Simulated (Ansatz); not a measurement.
HI₃Si, SMILES `I[SiH](I)I`. Total charge 0; spin multiplicity 1. I: def2 effective core potential. All single points use the PBE0-D4/def2-TZVP geometry.

```xyz
5

I     0.978    1.948   -0.957
Si    0.054   -0.122   -0.091
I     0.787   -0.496    2.191
I    -2.369   -0.094   -0.217
H     0.549   -1.235   -0.926
```

Task: What is the dipole moment at ωB97M-V/def2-TZVPP? (Estimate.)

Result: The calculation gave: 0.38 D, with components (0.13, -0.29, -0.21) D in this frame, pointing from negative to positive charge.

Task: And with PBE, r2SCAN, B3LYP? (Estimate.)

Result: The calculation gave: PBE 0.27 D, r2SCAN 0.33 D, B3LYP 0.34 D.

Task: Give the Mulliken charges with ωB97M-V, B3LYP, PBE in def2-TZVPP. (Estimate.)

Result: Ansatz gave: 
| atom | ωB97M-V | B3LYP | PBE |
| --- | --- | --- | --- |
| I1 | -0.07 | -0.09 | -0.07 |
| Si2 | 0.17 | 0.29 | 0.23 |
| I3 | -0.07 | -0.09 | -0.07 |
| I4 | -0.07 | -0.09 | -0.07 |
| H5 | 0.03 | -0.02 | -0.02 |

B3LYP here is the variant with VWN-RPA as its local correlation; programs differ in this.
